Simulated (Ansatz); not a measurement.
Mulliken charges of ClGe2H5O, SMILES `[OH][GeH]([Cl])[GeH3]` from ωB97M-V/def2-TZVPP in Ansatz (PBE0-D4/def2-TZVP geometry).

```
atom   x (Å)   y (Å)   z (Å)  charge (e)
  O1  -0.054   1.975  -0.903      -0.402
 Ge2   0.705   0.734   0.112       0.438
 Cl3   2.439  -0.023  -0.948      -0.296
 Ge4  -0.750  -1.174   0.488      -0.057
  H5  -0.312   1.645  -1.767       0.171
  H6   1.215   1.508   1.333       0.041
  H7  -1.197  -1.710  -0.879       0.034
  H8   0.022  -2.260   1.247       0.039
  H9  -1.980  -0.741   1.300       0.033
```

Question: By hand: the dipole of these point charges (1 e Å = 4.8032 D).

Answer: Σ q r = (-0.457, -0.226, 0.479) e Å, of length 0.700 e Å = 3.36 D.

Question: How does the dipole of the full density compare? (An estimate is asked.)

Answer: The calculation gave: (-0.364, -0.215, 0.112) e Å, 2.10 D; the point charges give 1.60 times that, at 29° from its direction.

Point charges leave out the atoms' own dipoles, such as those of lone pairs, and Mulliken's split depends on the basis, so the two needn't agree.
